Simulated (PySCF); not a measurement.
**Computed properties of TeCl4, SMILES [Te](Cl)(Cl)(Cl)Cl**

TeCl4, SMILES Cl[Te](Cl)(Cl)Cl. Coordinates come from a PBE0-D3(BJ)/def2-SVP optimisation. The isomer is the one that the SMILES or the coordinates give; other isomers of the formula were not compared. The def2 effective core potentials stand for the cores of Te; spin–orbit coupling is left out. One conformer was computed; it need not be the lowest. All values are computed for the isolated molecule unless a solvent is named; none is compared with measurement here.

**Structure.** The optimised structure has C2v symmetry. All 9 harmonic modes at PBE0-D3(BJ)/def2-SVP (PySCF) are real, so it is a minimum. With heavy atoms numbered as in [Te:1]([Cl:2])([Cl:3])([Cl:4])[Cl:5], the shortest bond between them is Te1–Cl2 at 2.341 Å and the longest Te1–Cl5 at 2.445 Å.

**Vibrations.** The strongest infrared lines (harmonic, unscaled, degenerate partners summed) lie at 349 cm⁻¹ (217 km/mol, Cl 63 %, Te 37 %), 377 cm⁻¹ (57 km/mol, Cl 75 %, Te 25 %), 382 cm⁻¹ (21 km/mol, Cl 80 %, Te 20 %). The softest mode is at 73 cm⁻¹ and the zero-point energy is 2.9 kcal/mol.

**Electronic structure.** B3LYP/def2-TZVP (PySCF) places the frontier levels at -8.27 and -3.86 eV, a gap of 4.41 eV, and gives a dipole moment of 1.06 D and a mean polarisability of 94.5 bohr³.

**Excitations.** TDDFT-B3LYP/def2-SVPD (PySCF) has S1 at 3.40 eV (365 nm, f = 0.006, weak); the most intense of the 10 singlets computed lies at 3.91 eV (f = 0.02). T1 (TDA) is at 3.04 eV. No vertical singlet excitation falls in the visible range (under 3.1 eV).
